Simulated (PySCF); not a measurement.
Compound: C₄H₁₁FSi₃.
Atom-mapped SMILES: `[CH3:1][SiH2:2][C:3]1=[CH:4][CH2:5][SiH2:6][Si@H:7]1[F:8]`

Geometry (GFN2-xTB, Å), atoms numbered from 1 in this order:
```xyz
19
C4H11FSi3 angstrom
C      2.9505    0.1254    0.7938
Si     1.8441    0.9804   -0.4865
C      0.0794    0.3323   -0.3187
C     -0.5382   -0.2993   -1.3208
C     -1.9371   -0.8421   -1.2791
Si    -2.6759   -0.7457    0.4896
Si    -0.9264    0.5132    1.2749
F     -0.1024   -0.1523    2.5085
H      3.0067   -0.9455    0.6183
H      2.5654    0.2729    1.7983
H      3.9623    0.5188    0.7652
H      2.3382    0.7148   -1.8466
H      1.8318    2.4333   -0.2532
H     -0.0254   -0.4494   -2.2667
H     -1.9263   -1.8613   -1.6731
H     -2.5457   -0.2675   -1.9834
H     -2.8772   -2.1059    1.0056
H     -3.9972   -0.1074    0.4321
H     -1.0362    1.8946    1.7343
```

NICS is the negative of the GIAO shielding at a point without a nucleus: at the ring centre (0) and 1 Å above and below it (1); zz is the component along the ring normal. Level: GIAO PBE0/pcSseg-1 (PySCF, non-relativistic, gas phase) on the GFN2-xTB geometry, one conformer.

Ring bond lengths (Å), with Mayer bond orders in brackets: C3–C4 1.336 (1.89), C4–C5 1.501 (1.05), C5–Si6 1.919 (0.87), Si6–Si7 2.294 (0.90), Si7–C3 1.893 (0.85).

**Question.** What do the NICS probes read (ppm)?

**Answer.** 
| ring | type | NICS(0) | NICS(1), two faces | NICS(1)zz, two faces | rms pucker (Å) | centre to ring atoms, mean (Å) |
| --- | --- | --- | --- | --- | --- | --- |
| C3–C4–C5–Si6–Si7 | 5-membered ring with 2 Si; formal bonds 1 double, 4 single | -1.3 | -3.9 / -2.9 | -2.8 / -0.5 | 0.06 | 1.50 |

**Question.** What do they say, and how far can they be read as aromaticity?

**Answer.** 
- C3–C4–C5–Si6–Si7: mean NICS(1)zz -1.6 ppm, near zero. C5, Si6, Si7 have four or more neighbours, so the value isn't read as a sign of a π ring current.

**Question.** List the ring angles and the Hirshfeld charges of the ring atoms.

**Answer.** 
- C3–C4–C5–Si6–Si7: C3 115.5° (-0.199 e), C4 125.5° (-0.015 e), C5 111.5° (-0.157 e), Si6 92.8° (+0.246 e), Si7 93.7° (+0.338 e); sum 539.1° against 540° for a flat convex ring.
